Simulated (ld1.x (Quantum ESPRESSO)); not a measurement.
Before and after: TM potential for bismuth

| Property | Result |
| --- | --- |
| Element | bismuth (Bi) |
| Generator | ld1.x (Quantum ESPRESSO) 7.5 |
| Type | norm-conserving Troullier–Martins (Kleinman–Bylander form) |
| Functional | LDA (PZ) |
| Relativity | scalar-relativistic |
| Frozen core | [Xe] 4f14 5d10 |
| Valence charge | 5 |
| Reference configuration | 6s2 6p2 (charge +1) |
| Partial waves | 6p (bound): rc 1.95 bohr; 6d channel at 0.15 Ry: rc 1.55 bohr; 6s (bound): rc 1.85 bohr |
| Local potential | the s channel |
| Core correction | Bessel-smoothed model core inside 1.45 bohr |

Change: functional revPBE.

Cutoffs: the cutoffs (Ry, on a coarse ladder) from which the occupation-weighted sum of valence levels, in a spherical-Bessel basis at the reference potential, stays within 10 and 1 mRy of its value at 400 Ry; they do not see the model core or the augmentation charge, which bear on the density cutoff. Errors are all-electron minus pseudo energies relative to the spin-unpolarised reference configuration.

Problem. Predict the effect on cutoff, ghosts and configuration errors.

Solution. The potential gets neither clearly harder nor softer (30 Ry and 55 Ry → 30 Ry and 55 Ry); the number of tests with a reliable result goes from 9 to 7; of the 7 tests that both files solve, the error grows in 4 and shrinks in 0 by more than 15 % and 0.3 meV (median size 25.6 → 30.7 meV); neither file shows a bound ghost.

| quantity | base | changed |
| --- | --- | --- |
| cutoff, loose | 30 Ry | 30 Ry |
| cutoff, tight | 55 Ry | 55 Ry |
| bound ghosts | none | none |
| error for 6s2 6p3, meV [ΔE -8.15 → -7.84 eV] | -3.5 | -4.3 |
| error for 6s2 6p1, meV [ΔE 15.57 → 15.15 eV] | -30 | -34 |
| error for 6s2 6p0, meV [ΔE 39.28 → 38.35 eV] | -164 | -182 |
| error for 6s1 6p3, meV [ΔE 10.90 → 10.82 eV] | -26 | -31 |
| error for 6s0 6p5, meV [ΔE 12.57 → 12.62 eV] | -58 | -81 |
| error for 6s2 6p2.5, meV [ΔE -4.95 → -4.78 eV] | -0.3 | -0.6 |
| error for 6s1 6p4, meV [ΔE 2.02 → 2.23 eV] | -7.8 | -15 |
| s: phases at 2.14 bohr within 0.05 rad from the reference energy up to (Ry; the scan ends near 5) | 3.3 | 3.3 |
| p: phases at 2.14 bohr within 0.05 rad from the reference energy up to (Ry; the scan ends near 5) | 3.4 | 3.4 |
| d: phases at 2.14 bohr within 0.05 rad from the reference energy up to (Ry; the scan ends near 5) | 0.6 | 0.6 |
